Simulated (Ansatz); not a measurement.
```xyz
2

H     0.0106    0.0430   -0.3573
H    -0.0281   -0.0006    0.3391
```

Basis set: 6-31G (spherical functions). All electrons are correlated. Charge 0, multiplicity 1.

Computed with Ansatz (development build ahead of 0.2.0); each method stands on the lowest determinant of its kind that the runs found. Restricted open shells among the atoms or ions are ROHF, correlated in semicanonical orbitals with singles.

The atomization energy at this shape (free ground-state atoms in the same class of orbitals less the molecule, no zero-point energy) of singlet H₂:

```csv
method,atomization energy
RHF,340.3 kJ/mol
```

(1) What does RHF-MP2 give?

Answers

(1) 384.7 kJ/mol.

This basis has no polarisation functions and is too small for such energies, which can lie far from measured ones in either direction.
